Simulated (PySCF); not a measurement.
Polarisability and C₆ of P⁺ (phosphorus, charge +1)

[Ne] 3s2 3p2, high-spin 3P determinant. Computed with PySCF 2.14 in aug-cc-pwCVDZ (6s5p3d, 36 functions), with the non-relativistic Hamiltonian (point nucleus). Coupled (time-dependent) response in atomic units; α is the mean over directions. A double-zeta set is small for polarisabilities.

| method | mean α (bohr³) | α xx, yy, zz | C₆ (like pair) | S(−4) |
| --- | --- | --- | --- | --- |
| UHF | 14.60 | 14.21, 14.79, 14.79 | 76.80 | 69.76 |
| PBE | 14.53 | 13.90, 14.85, 14.85 | 76.04 | 67.60 |
| PBE0 | 14.44 | 13.90, 14.71, 14.71 | 75.53 | 66.42 |
| M06-2X | 14.56 | 13.58, 15.05, 15.05 | 74.57 | 71.43 |
| r2SCAN0 | 14.51 | 14.03, 14.76, 14.76 | 77.82 | 64.56 |

S(−4) is the Cauchy moment in α(ω) = α(0) + S(−4) ω² + …

α(iu) at UHF:

| u (hartree) | α(iu) (bohr³) |
| --- | --- |
| 0 | 14.60 |
| 0.0500 | 14.43 |
| 0.100 | 13.94 |
| 0.200 | 12.32 |
| 0.300 | 10.38 |
| 0.500 | 6.971 |
| 0.750 | 4.307 |
| 1.00 | 2.841 |
| 1.50 | 1.483 |
| 2.00 | 0.9192 |
| 3.00 | 0.4747 |
| 5.00 | 0.2182 |

For an ion, C₆ is the dispersion term alone; charge-induced terms of lower order in 1/R come first.

The components differ because the open shell of this determinant is not spherical; for a pure term their mean is the scalar polarisability.
